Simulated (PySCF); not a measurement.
Input of a run (PBE0-D3(BJ)/def2-SVP geometry optimisation, gas phase (PySCF 2.14.0)), started from GFN2-xTB:
```
{"job": {"xc": "PBE0", "basis": "def2-SVP", "d3": "d3bj", "grid": 1, "shake": 0.01, "kind": "geom"}, "charge": 0, "multiplicity": 1}
C     -1.508740    -2.079510     0.460380
N     -0.253590    -1.518770     0.067080
P      0.101450    -0.002790    -0.058920
N      1.744370     0.036010    -0.539190
C      2.637680    -0.990830    -0.094990
C     -0.764300     1.121810    -1.194050
C     -1.367980     2.075760    -0.494930
C     -1.063280     2.101420     0.925700
C     -0.246570     1.142790     1.364930
H     -1.851880    -1.733820     1.461770
H     -2.334630    -1.814680    -0.244720
H     -1.405910    -3.138580     0.480730
H      2.066190     0.981400    -0.586730
H      3.155040    -0.702890     0.837150
H      3.366080    -1.193270    -0.870920
H      2.054990    -1.869540     0.105150
H     -0.872280     0.942170    -2.248310
H     -2.046660     2.825440    -0.913820
H     -1.511630     2.848100     1.567950
H      0.050640     0.985190     2.367050
```

Output (energies in Eh, forces in Eh/bohr):
```
step   0  E = -685.16080747  max force = 0.040019
step   1  E = -685.16771302  max force = 0.008234
step   2  E = -685.16810919  max force = 0.001893
step   3  E = -685.16820778  max force = 0.001432
step   4  E = -685.16831133  max force = 0.005560
step   5  E = -685.16850657  max force = 0.004174
step   6  E = -685.16874733  max force = 0.004176
step   7  E = -685.16884389  max force = 0.001875
step   8  E = -685.16891371  max force = 0.001198
step   9  E = -685.16895185  max force = 0.001091
step  10  E = -685.16896729  max force = 0.000701
step  11  E = -685.16897898  max force = 0.000388
optimisation converged
```

Task: Summarise the run.

Result: The energy falls by 21.5 kJ/mol over 12 energy and gradient evaluations, the largest force component goes from 0.0400 to 3.9e-04 Eh/bohr, and the atoms move by 0.217 Å rms after alignment. The bond that changes most is P3–N4 (ends: phosphorus bonded to 2 C and 2 N; nitrogen bonded to C, P and H), which shortens by 0.043 Å. Bonds longer at the end by more than 0.005 Å: 12 of 20; shorter: 3. Among the angles that change most is P3–N4–H13, from 110.1° to 116.0°. Among the dihedrals that turn most is C6–P3–N4–H13, from 52° to 28°. The energy never rose by more than 1e-6 Eh on the way. The first step brought 85 % of the lowering.

Task: What are the final bond lengths?

Result: C1–N2 1.432 Å, N2=P3 1.559 Å, P3–N4 1.669 Å, N4–C5 1.444 Å, P3–C6 1.827 Å, C6=C7 1.344 Å, C7–C8 1.482 Å, C8=C9 1.344 Å, P3–C9 1.834 Å, C1–H10 1.110 Å, C1–H11 1.108 Å, C1–H12 1.104 Å, N4–H13 1.014 Å, C5–H14 1.106 Å, C5–H15 1.101 Å, C5–H16 1.099 Å, C6–H17 1.091 Å, C7–H18 1.094 Å, C8–H19 1.094 Å, C9–H20 1.091 Å. Numbering counts from 1 in the input's order; the species is `CN=P1(NC)C=CC=C1`.

The run used 185 basis functions and 86 SCF cycles in all.

Whether it is a minimum is left open (no frequencies). The numbers are those of one conformer.
